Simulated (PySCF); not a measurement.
Cyclo-(F2SnNH)4.
Bonds: Sn1–F2, Sn1–F3, Sn1–N4, Sn1–N16, N4–Sn5, Sn5–F6, Sn5–F7, Sn5–N8, N8–Sn9, Sn9–F10, Sn9–F11, Sn9–N12, N12–Sn13, Sn13–F14, Sn13–F15, Sn13–N16. Hydrogens: H17 on N4; H18 on N8; H19 on N12; H20 on N16.

Level of theory: PBE0-D3(BJ)/def2-SVP geometry optimisation, gas phase, def2 core potentials past Kr in PySCF.

Problem. List the bond lengths, angles and torsions at this level.

Solution. 
```tsv
bond	length (pm)
Sn1–F2 and 7 like bonds	192.0
Sn1–N4 and 4 like bonds	199.9
N4–Sn5, N8–Sn9, N12–Sn13	200.5
N4–H17 and 3 like bonds	101.9
```

Bonds in one row agree within 1 pm and their mean is given. A selection of angles:
```tsv
angle	degrees
F2–Sn1–F3	104.2
F2–Sn1–N4	114.9
F2–Sn1–N16	108.5
F3–Sn1–N16	113.5
N4–Sn1–N16	106.1
Sn1–N4–Sn5	121.1
N4–Sn5–F6	111.2
F6–Sn5–F7	104.8
Sn5–N8–Sn9	119.9
N8–Sn9–N12	107.1
N12–Sn13–F15	108.4
H17–N4–Sn1	119.2
H17–N4–Sn5	117.1
H18–N8–Sn5	120.0
H18–N8–Sn9	117.1
```

Torsions: F2–Sn1–N4–Sn5 95° (anticlinal); F2–Sn1–N16–Sn13 159° (antiperiplanar); Sn1–N4–Sn5–F6 -36° (synclinal); N4–Sn5–N8–Sn9 19° (synperiplanar); Sn5–N8–Sn9–F10 158° (antiperiplanar); N8–Sn9–N12–Sn13 -20° (synperiplanar); Sn9–N12–Sn13–F14 -42° (synclinal); N12–Sn13–N16–Sn1 20° (synperiplanar).

Sn1 (tin bonded to 2 F and 2 N) is distorted tetrahedral (angles from 104.2° to 114.9°). All 8 F–Sn bonds measure 1.920 to 1.921 Å. N4 (nitrogen bonded to 2 Sn and H) is almost planar (angles 121.1°, 119.2° and 117.1°, sum 357.4°, 0.14 Å off the plane of its three neighbours).

Point group: near S4, missed by 0.23 Å at most; the miss may be what the optimiser left on a soft mode. Whether it is a minimum is left open (no frequencies). One conformer, not necessarily the lowest.
